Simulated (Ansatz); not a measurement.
`[OH][AlH][CH]=S` + HCl → `[OH][AlH][Cl]` + `C=S` at 298.15 K and 1 bar (ligand exchange at the Al–C bond).

Gas-phase electronic energies from Ansatz, PBE0-D4/def2-TZVP geometries. CBS: MP2 limit from def2 TZ/QZ plus the TZ coupled-cluster correction, frozen cores. This one scheme is used for every species. Each species was taken in one conformer, which may not be the lowest.

| species | CCSD(T)/CBS energy (Eh) | H − E (kJ/mol) | S (J/(mol·K)) |
| --- | --- | --- | --- |
| `[OH][AlH][CH]=S` | -754.84375 | 114.5 | 324.8 |
| HCl | -460.38127 | 26.6 | 186.8 |
| `[OH][AlH][Cl]` | -778.29577 | 72.5 | 288.8 |
| `C=S` | -436.98974 | 75.3 | 230.7 |

H − E and S are ideal-gas, rigid-rotor, harmonic terms from PBE0-D4/def2-TZVP, for one conformer and one mirror image of each species. 1 Eh = 2625.50 kJ/mol, R = 8.31446 J/(mol·K).

Q: By hand: ΔE, ΔH, ΔS and ΔG.

A: ΔE = (-778.29577) + (-436.98974) − (-754.84375) − (-460.38127) = -0.06049 Eh = -158.8 kJ/mol. Δ(H − E) = 72.5 + 75.3 − 114.5 − 26.6 = 6.7, so ΔH = -152.1 kJ/mol. ΔS = 288.8 + 230.7 − 324.8 − 186.8 = 7.9 J/(mol·K). ΔG = -152.1 − 298.15 × (7.9)/1000 = -154.5 kJ/mol.

Q: By hand: the equilibrium constant, and the temperature at which ΔG would vanish if ΔH and ΔS stayed fixed.

A: log₁₀ K = −ΔG/(RT ln 10) = 27.1. ΔH and −TΔS have one sign here, so there is no such temperature.

The number of gas molecules stays the same, so ΔS is small and ΔH decides. A doubt of 5 kJ/mol in ΔE shifts log₁₀ K by 0.9 here. Other conformers and mirror images would add mixing entropy, several J/(mol·K) or more a flexible species. These are equilibria of isolated gas molecules and say nothing of rates. Largest T1 diagnostic: 0.016 (customary marks: 0.02 for closed shells, 0.045 for open ones).

ΔS is within the doubt of such terms, so its sign, and with it that verdict, could turn.
